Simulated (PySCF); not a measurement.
ZrF2I2, SMILES [I][Zr]([F])([F])[I], multiplicity 1.

Coordinates come from a B3LYP-D3(BJ)/def2-SVP optimisation. The multiplicity is an assumed one; no other spin state was optimised. The structure was generated by enumeration; whether it is a known compound was not checked. The def2 effective core potentials stand for the cores of I, Zr; spin–orbit coupling is left out.

Method: PySCF with PBE/def2-TZVP.

- total energy: -842.37222 hartree
- point group: C2v
- highest occupied level: -7.01 eV
- lowest empty level: -3.42 eV
- orbital gap: 3.58 eV
- dipole moment: 0.39 D
- quadrupole, principal values (traceless, Buckingham form, about the centre of nuclear charge): -3.37, -0.36, 3.73 D·Å
- mean static polarisability: 111.4 bohr³ (16.50 Å³)
- polarisability, principal values: 83.4, 100.5, 150.3 bohr³
